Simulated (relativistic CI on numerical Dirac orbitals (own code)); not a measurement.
**Tm2+: 4s photoemission**

Computed with this model: Dirac-Coulomb-Breit CI, separate exchange-only KLI orbitals for each configuration, model QED (radiative potential, 1s self-energy scaled to tabulated hydrogen-like ionisation energies), multiplet model of photoemission in the sudden approximation, unscaled Slater integrals; configurations [Xe] 4f13 → [Ar] 3d10 4s 4p6 4d10 4f13 5s2 5p6; 300 K; Lorentzian 2.1 eV and Gaussian 0.7 eV FWHM. Energies are those of the free ion, without screening or charge transfer. The energies are binding energies and can lie tens of eV above those of solids. Without intra-shell correlation the exchange splitting of an s hole comes out too large, often by half or more. S is read from ⟨S²⟩ = S(S + 1).

free ion: ground-state S = 0.50, centroid 490.10 eV. Peaks (eV, height): 489.4 (100), 493.4 (30).

Strongest unbroadened transitions for free ion:

```json
{"Energy (eV)": "489.15", "Relative strength": "100.0"}
{"Energy (eV)": "489.73", "Relative strength": "45.3"}
{"Energy (eV)": "493.58", "Relative strength": "32.5"}
```
